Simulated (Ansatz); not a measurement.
Calculated with Ansatz (gas phase, PBE0-D4/def2-TZVP geometries, no zero-point term in ΔE). CBS: MP2 limit from def2 TZ/QZ plus the TZ coupled-cluster correction, frozen cores. This one scheme is used for every species. Functionals use def2-TZVPP. def2 core potentials past Kr. For I outer-core shells are correlated without core-valence functions, which leaves a few kJ/mol of doubt a bond. One conformer a species, not always the lowest.

Consider the redistribution: `CC[SiH](F)I` + `SBS` → `F[SiH](S)I` + `CCBS`.

```
             level  ΔE (kcal/mol)
           ωB97X-V            5.0
            B2PLYP            5.0
               PBE            4.9
SCS-MP2/def2-TZVPP            5.4
```

**Question.** What does CCSD(T)/CBS give? (Best estimate.)

**Answer.** Ansatz gave: +5.0 kcal/mol. The listed levels differ from it by 0.0, 0.0, -0.1, 0.4 kcal/mol.

Largest T1 diagnostic among the species: 0.014.

In def2-TZVPP, CCSD(T) changes the Hartree–Fock value by +1.6 kcal/mol (the triples alone add +0.3 kcal/mol) and MP2 by +1.8 kcal/mol.
